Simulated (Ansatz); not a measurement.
Basis-set extrapolation for CH$_{4}$N$_{2}$OSi, SMILES `N=C1N[SiH2]O1` (PBE0-D4/def2-TZVP geometry, frozen core, Ansatz 0.2.0). Multiplicity 1, RHF reference.

|  | def2-TZVPP | def2-QZVPP |
| --- | --- | --- |
| HF | -513.040424 | -513.060127 |
| MP2 correlation | -0.903704 | -0.970667 |
| CCSD(T) correlation | -0.965066 | not run |

Energies in hartree. Use E(X) = E(∞) + A·exp(−7.88·√X) for Hartree–Fock and E(X) = E(∞) + B·X^(−2.97) for correlation, with X = 3 and 4, and add CCSD(T) minus MP2 of the smaller set to the MP2 limit.

**Question.** What is the CCSD(T) energy at the basis-set limit?

**Answer.** HF limit: -513.060127 + (-0.019703) × 0.13774 = -513.06284. MP2 limit: -0.970667 + (-0.066963) × 0.74074 = -1.02027. Higher-order term: -0.965066 − (-0.903704) = -0.06136. Total: -514.14447 hartree, 87.2 kcal/mol below CCSD(T)/def2-TZVPP.
